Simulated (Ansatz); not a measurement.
`[CH3][Sc]([NH2])[OH]`, one more setting.

```yaml
crystal:
  periodic: [false, false, false]
  atoms:
    - {symbol: C, position_ang: [-1.951304, 0.959085, -0.489648]}
    - {symbol: Sc, position_ang: [0.596449, -0.048402, -0.165287]}
    - {symbol: N, position_ang: [0.975760, -1.659808, 1.679829]}
    - {symbol: O, position_ang: [2.347054, 0.599781, -1.564687]}
    - {symbol: H, position_ang: [-2.341645, 1.032820, -1.802591]}
    - {symbol: H, position_ang: [-2.061325, 2.233688, 0.011246]}
    - {symbol: H, position_ang: [-2.890955, 0.202741, 0.166059]}
    - {symbol: H, position_ang: [2.057787, -2.228380, 2.005045]}
    - {symbol: H, position_ang: [0.082371, -2.065976, 2.481039]}
    - {symbol: H, position_ang: [3.185809, 0.974463, -2.321006]}
basis:
  gaussian: {orbitals: STO-3G}
total_charge: 1
magnetization: {spin_polarized: true, initial_magnetization: 1}
hamiltonian: {xc: {name: PBE0}, dispersion: d3bjatm}
```

```sh
$ ansatz run in.yaml --threads 4 --pin off --events-out ev --progress --plain --max-ram 10444MiB
```

Output, abridged:

```
Functional definition: PBE0
515 factors; integrals over basis functions are off by at most 1.1e-4 eV
mean field evaluation 1: about -25065.6169 eV, gradient 3.7e1 eV
mean field evaluation 2: about -24882.4667 eV, gradient 1.3e2 eV
mean field evaluation 4: about -25074.4425 eV, gradient 1.8e1 eV
mean field evaluation 8: about -25078.8667 eV, gradient 2.5e0 eV
mean field evaluation 16: about -25078.7853 eV, gradient 1.5e-2 eV
mean field -25078.78531817 eV, -921.6283614315 hartree, gradient 1.4e-5 eV, S^2 0.760256; 6 other end points of the search recorded, 0 dependent functions left out
reference -25078.78535070 eV, -921.6283626268 hartree; 24, 23 occupied and 15, 16 virtual orbitals, 515 factors
Total energy: -25078.91452403 eV, -921.6331096593 hartree
```

It took 1.6 s on 4 threads of an Arm Neoverse V1 on a shared host, with 0.15 GiB of host memory at the peak.
